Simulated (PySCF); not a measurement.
**Name the molecule from its bond curve**

A diatomic of charge 0 contains Sr. Its doublet curve at PBE0 in a triple-zeta basis (scalar-relativistic core potentials, PySCF), in eV from the separated fragments:

(R (Å), E (eV)): (3.116, -0.192), (3.261, -0.273), (3.406, -0.318), (3.514, -0.334), (3.623, -0.338), (3.732, -0.334), (3.877, -0.318), (4.058, -0.289), (4.275, -0.248), (4.565, -0.192)

The fit gives ωe = 176 cm⁻¹ and the rotational constant Bₑ = 0.1981 cm⁻¹.

Task: Which atom is the partner?

Result: The minimum lies at 3.619 Å, so the reduced mass is 16.8576 u Å² cm⁻¹/(Bₑ·Re²) = 6.497 u. With Sr at 87.91 u the partner weighs about 7.0 u: Li. The molecule is SrLi.

Spin–orbit coupling is left out. The state is the lowest determinant that a PBE0 search found; another state may lie lower at other levels.
